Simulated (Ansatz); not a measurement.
Ansatz results at the PBE0-D4/def2-TZVP geometry: HOMO–LUMO gap (PBE0/def2-TZVPP) 3.88 eV; zero-point energy (PBE0-D4/def2-TZVP) 12.9 kJ/mol; HOMO–LUMO gap (PBE/def2-TZVPP) 1.75 eV.

Question: Which molecule gave them?
A. `[O]=[Al][OH]`
B. `[O]=[Zr]=[O]`
C. `O=BF`
D. `[O]=[Ru](=[O])(=[O])=[O]`

Answer: B. The others give `[O]=[Ru](=[O])(=[O])=[O]`: 5.50, 35.5, 3.48; `O=BF`: 9.80, 25.2, 7.33; `[O]=[Al][OH]`: 5.23, 41.0, 3.01.
